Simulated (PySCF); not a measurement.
**Ti(OH)3NH2 + hydrogen fluoride → TiF(OH)3 + ammonia**

Reaction: Ti(OH)3NH2 + hydrogen fluoride → TiF(OH)3 + ammonia. Separate species in the gas phase, each in one low structure relaxed by PBE0-D3(BJ)/def2-SVP, with no frequency check at that level.

```
          species      role                     SMILES  charge  multiplicity
       Ti(OH)3NH2  reactant  [NH2][Ti]([OH])([OH])[OH]       0             1
hydrogen fluoride  reactant                          F       0             1
         TiF(OH)3   product    [OH][Ti]([OH])([OH])[F]       0             1
          ammonia   product                          N       0             1
```

Question: Is the reaction downhill in energy? Give ΔE by level.

Answer: PBE0-D3(BJ)/def2-TZVP -26.8, wB97X-D3(BJ)/def2-TZVP -26.9 kcal/mol (PySCF), so it is downhill. These are electronic energies, without barriers or thermal terms.

The 2 runs behind this took 68 s in all, one thread each of Arm Neoverse N1 on a shared host, launched as `OMP_NUM_THREADS=1 python cluster_run.py task.json out`.
